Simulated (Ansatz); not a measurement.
Program: Ansatz. Geometries: PBE0-D4/def2-TZVP. ΔE: electronic, gas phase. CCSD(T)/CBS adds triple-zeta CCSD(T) − MP2 to the extrapolated MP2 energy (def2 sets, frozen cores). DFT in def2-TZVPP. B3LYP here is the variant with VWN-RPA as its local correlation; programs differ in this. For Se outer-core shells are correlated without core-valence functions, which leaves a few kJ/mol of doubt a bond. Scalar relativity is left out up to krypton. Each species was taken in one conformer, which may not be the lowest.

Consider the formal exchange of groups at the Se–C bond: `CC(=S)[SeH]` + `[SiH3]C=S` → `S=C[SiH2][SeH]` + `CC=S`.

`CC(=S)[SeH]`:

Z-matrix (Å, degrees):
```
C
C 1 1.493
H 1 1.094 2 110.3
H 1 1.094 2 110.3 3 118.4
H 1 1.089 2 110.0 3 -120.8
S 2 1.617 1 124.7 3 120.9
Se 2 1.893 1 116.5 3 -59.1
H 7 1.474 2 97.0 1 -0.0
```

`[SiH3]C=S`:

```xyz
7

Si   -0.772    0.207   -0.050
C     1.026   -0.342   -0.007
S     2.118    0.240    1.025
H    -1.004    1.230    0.993
H    -1.638   -0.984    0.172
H    -1.072    0.750   -1.403
H     1.342   -1.101   -0.730
```

`S=C[SiH2][SeH]`:

```xyz
8

S    -0.849    1.575   -2.055
C     0.151    0.900   -0.987
Si   -0.286   -0.649   -0.021
Se   -0.349   -0.187    2.213
H     1.122    1.368   -0.797
H     0.740   -1.693   -0.282
H    -1.643   -1.095   -0.405
H     1.114   -0.219    2.334
```

`CC=S`:

```xyz
7

C    -0.536   -0.283    0.296
C     0.604    0.396   -0.366
S     2.074   -0.215   -0.592
H    -1.385   -0.337   -0.395
H    -0.877    0.315    1.149
H    -0.270   -1.284    0.631
H     0.389    1.408   -0.722
```

Q: Is it downhill or uphill in electronic energy at CCSD(T)/CBS, and by how much? (An estimate is asked.)

A: The calculation gave: Downhill: ΔE = -79.5 kJ/mol.

Q: What do these levels give: r2SCAN-D4, B3LYP-D4, ωB97M-V, PBE, r2SCAN, CCSD(T)/def2-TZVPP? (An estimate is asked.)

A: Ansatz gave: r2SCAN-D4 -71.0, B3LYP-D4 -72.6, ωB97M-V -80.2, PBE -69.3, r2SCAN -71.1, CCSD(T)/def2-TZVPP -75.7 kJ/mol.

Largest T1 diagnostic among the species: 0.016.

From PBE to PBE0 (25 % exact exchange), in def2-TZVPP and without D4, ΔE moves by −8.6 kJ/mol. In def2-TZVPP, CCSD(T) changes the Hartree–Fock value by +18.3 kJ/mol (the triples alone add +4.6 kJ/mol) and MP2 by +22.3 kJ/mol.
